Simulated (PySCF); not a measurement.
# What a mistake does to a calculation on BClFH3Si

All numbers below are calculated, not measured. They come from PySCF 2.14.0, an open-source quantum chemistry program, on an isolated molecule that a program drew, which may never have been made. The molecule is BClFH3Si (charge 0, singlet), drawn as the SMILES string `F[SiH2]BCl`.

Each row is a Hartree-Fock (HF) and frozen-core CCSD(T) single point in the cc-pV(D+d)Z basis, meant for a local HF minimum. Run 1 is clean. Each other run has one planted mistake out of seven kinds, and not every kind appears here: one electron removed, one electron added, multiplicity raised by two, geometry at a saddle point, minimal basis STO-3G, one bond length entered in bohr, all coordinates scaled. The reference is restricted for singlets and unrestricted otherwise, and also for a bond in bohr. Adding or removing an electron swaps singlet and doublet. Electrons count all cores. HOMO and LUMO are orbital energies over both spins, the gradient is its largest component, and the lowest frequency (negative if imaginary) is given only where the gradient is small. Bond lengths are over the 6 bonds as drawn. T1 is the CCSD diagnostic: over 0.02 (restricted) or 0.045 (unrestricted) a single reference is doubtful.

Geometry of the clean run:
```xyz
7
BClFH3Si, angstrom
F    -1.3963    2.5758   -0.3304
Si   -1.1011    2.3184   -1.9039
B    -0.0001    0.6253   -2.1389
Cl    0.4357    0.1584   -3.7837
H    -0.3701    3.4936   -2.4173
H    -2.4040    2.1946   -2.5864
H     0.3834   -0.0897   -1.2646
```

| run | electrons | basis functions | <S^2> | HOMO (eV) | LUMO (eV) | gradient (hartree/bohr) | lowest frequency (cm^-1) | mean bond (Å) | longest bond (Å) | T1 | HF (hartree) | CCSD(T) (hartree) | mistake |
|---|---|---|---|---|---|---|---|---|---|---|---|---|---|
| 1 | 48 | 89 | 0.000 | -11.26 | 1.14 | 6.9e-06 | 48 | 1.5940 | 2.033 | 0.0138 | -874.39405 | -874.95168 | no fault |
| 2 | 48 | 89 | 0.000 | -10.99 | 1.56 | 1.1e-01 | - | 1.4713 | 1.877 | 0.0124 | -874.34550 | -874.89938 | all coordinates scaled |
| 3 | 49 | 89 | 0.762 | -0.80 | 8.62 | 5.2e-02 | - | 1.5940 | 2.033 | 0.0113 | -874.38634 | -874.95483 | one electron added |
| 4 | 48 | 31 | 0.000 | -9.16 | 5.31 | 2.5e-02 | - | 1.5940 | 2.033 | 0.0126 | -864.38036 | -864.50884 | minimal basis STO-3G |
| 5 | 47 | 89 | 0.770 | -18.64 | -9.37 | 7.8e-02 | - | 1.5940 | 2.033 | 0.0230 | -874.01462 | -874.57089 | ? |

**Which mistake was planted in run 5, and what did it cost?**

It counts 47 electrons, one fewer than the clean run, at the same geometry and basis. So the mistake is: one electron removed. Subtracting run 1 and multiplying by 627.51 kcal/mol a hartree, the energy moved by 238.1 kcal/mol in HF and 238.9 kcal/mol in CCSD(T).

